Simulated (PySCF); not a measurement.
1-ethenylcyclopropan-1-amine (C₅H₉N), SMILES C1(CC1)(C=C)N. Coordinates come from a PBE-D3(BJ)/def2-SVP optimisation. One conformer was computed; it need not be the lowest.

Question: Give the equilibrium geometry at PBE-D3(BJ)/def2-SVP (PySCF confirms it by a frequency run) as a Z-matrix. (An estimate is asked for; the answer gives what the named calculation found.)

Answer: Several could match; the one computed here: 
```
C
N 1 1.4429
H 2 1.0255 1 110.78
H 2 1.0292 3 106.68 1 119.25
C 1 1.4889 2 114.35 3 -168.37
C 5 1.3453 1 124.81 2 5.02
H 6 1.1003 5 121.35 1 -179.32
H 6 1.1010 7 118.38 5 178.85
H 5 1.1044 6 120.04 7 -0.09
C 1 1.5183 2 117.60 3 -24.67
H 10 1.1010 1 117.95 2 -139.19
H 10 1.1025 11 113.76 1 -142.37
C 10 1.5073 11 118.95 12 -147.05
H 13 1.1016 10 117.94 11 146.64
H 13 1.1020 14 114.55 10 147.24
```
